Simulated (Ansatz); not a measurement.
`CNB(Cl)Cl`. The species carries charge 0 and has multiplicity 1.

```json
{"atom": "C1", "x (Å)": "-1.1691", "y (Å)": "0.0498", "z (Å)": "-0.3056"}
{"atom": "N2", "x (Å)": "0.0152", "y (Å)": "-0.0661", "z (Å)": "0.5133"}
{"atom": "B3", "x (Å)": "1.3398", "y (Å)": "-0.0278", "z (Å)": "0.1166"}
{"atom": "Cl4", "x (Å)": "1.8009", "y (Å)": "0.1815", "z (Å)": "-1.5715"}
{"atom": "Cl5", "x (Å)": "2.6117", "y (Å)": "-0.1925", "z (Å)": "1.3313"}
{"atom": "H6", "x (Å)": "-1.7614", "y (Å)": "0.9235", "z (Å)": "-0.0201"}
{"atom": "H7", "x (Å)": "-0.8792", "y (Å)": "0.1584", "z (Å)": "-1.3489"}
{"atom": "H8", "x (Å)": "-1.7982", "y (Å)": "-0.8396", "z (Å)": "-0.2137"}
{"atom": "H9", "x (Å)": "-0.1597", "y (Å)": "-0.1872", "z (Å)": "1.4987"}
```

**Question.** List the harmonic frequencies (cm⁻¹, unscaled) at PBE0-D4/def2-TZVP in Ansatz. (An estimate is asked.)

**Answer.** Computed: 112, 168, 204, 255, 422, 495, 561, 644, 941, 1050, 1148, 1158, 1332, 1456, 1490, 1491, 1567, 3046, 3103, 3164, 3628.

**Question.** Is this a minimum?

**Answer.** Yes, all 21 modes are real.

**Question.** Give the ideal-gas thermochemistry at 298.15 K and 1 bar (rigid rotor, harmonic oscillator; point group Cs, symmetry number 1).

**Answer.** Zero-point energy 164.1 kJ/mol; H(298) − E = 182.8 kJ/mol; entropy 335.0 J/(mol·K), of which translation 167.7, rotation 115.8, vibration 51.5; G(298) − E = 82.9 kJ/mol.
